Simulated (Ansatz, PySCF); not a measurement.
The pair A = CH4 (SMILES C) (first 5 atoms), B = CH3Br (SMILES CBr); geometry from B3LYP-D3(BJ)/def2-TZVP.
(charge 0, multiplicity 1):
```xyz
10

C      0.054     0.056     0.163
H     -0.126    -0.571     1.034
H     -0.579     0.942     0.213
H      1.101     0.357     0.137
H     -0.181    -0.502    -0.742
C      0.579     1.224     3.773
Br    -0.074    -0.566     4.222
H      0.615     1.296     2.692
H      1.566     1.332     4.209
H     -0.117     1.942     4.193
```

Correlated levels freeze the cores. Filled d and f shells under p-block atoms count as core. CBS: X⁻³ extrapolation of the correlation energy, Hartree–Fock from the larger set. MP2 and its Hartree–Fock in aug-cc-pVTZ are density fitted.

Codes used: Ansatz (an electronic-structure program); PySCF for the dispersion terms. 

The monomers are drawn apart, rigid, along the line of their centres of mass. Counterpoise-corrected interaction energies (kcal/mol):

```csv
level,R = 5.149 Å,R = 6.298 Å
PBE/def2-TZVPPD,-0.2354,-0.0497
PBE-D3(BJ)/def2-TZVPPD,-0.5174,-0.1325
wB97M-V/def2-TZVPPD,-0.3737,-0.1116
"MP2/CBS(aug-cc-pVDZ, aug-cc-pVTZ) + ΔCCSD(T)/aug-cc-pVDZ",-0.3922,-0.1101
```

R is the distance of the centres of mass. Find the local exponent m of E ∝ R⁻ᵐ between the two points.


m = ln(E₁/E₂)/ln(R₂/R₁): PBE/def2-TZVPPD 7.7; PBE-D3(BJ)/def2-TZVPPD 6.8; wB97M-V/def2-TZVPPD 6.0; MP2/CBS(aug-cc-pVDZ, aug-cc-pVTZ) + ΔCCSD(T)/aug-cc-pVDZ 6.3. For scale, two fixed dipoles give m = 3, dipole and quadrupole 4, quadrupoles 5, and dispersion or dipole-induced dipole 6 at long range; at these distances several terms mix, and what is left of overlap and damping shifts m, so it need not match one of them.
